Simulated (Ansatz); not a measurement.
The same hydrolysis along the group F, Cl, Br.

Calculated with Ansatz (gas phase, PBE0-D4/def2-TZVP geometries, no zero-point term in ΔE). CCSD(T)/CBS adds triple-zeta CCSD(T) − MP2 to the extrapolated MP2 energy (def2 sets, frozen cores). This one scheme is used for every species. Functionals use def2-TZVPP. For Br, Ga outer-core shells are correlated without core-valence functions, which leaves a few kJ/mol of doubt a bond. Scalar relativity is left out up to krypton. One conformer a species, not always the lowest.

| reaction | PBE0-D4 (kJ/mol) | CCSD/CBS(def2) (kJ/mol) | B2PLYP (kJ/mol) | PBE-D4 (kJ/mol) | CCSD(T)/CBS(def2) (kJ/mol) |
| --- | --- | --- | --- | --- | --- |
| `[F][Ga]([F])[SH]` + H₂O → `[OH][Ga]([F])[SH]` + H–F | 21 | 19 | 23 | 22 | 18 |
| `[SH][Ga]([Cl])[Cl]` + H₂O → `[OH][Ga]([SH])[Cl]` + HCl | 61 | 58 | 53 | 56 | 57 |
| `[SH][Ga]([Br])[Br]` + H₂O → `[OH][Ga]([SH])[Br]` + HBr | 81 | 77 | 71 | 75 | 76 |

Largest T1 diagnostic: 0.014, for `[F][Ga]([F])[SH]`.
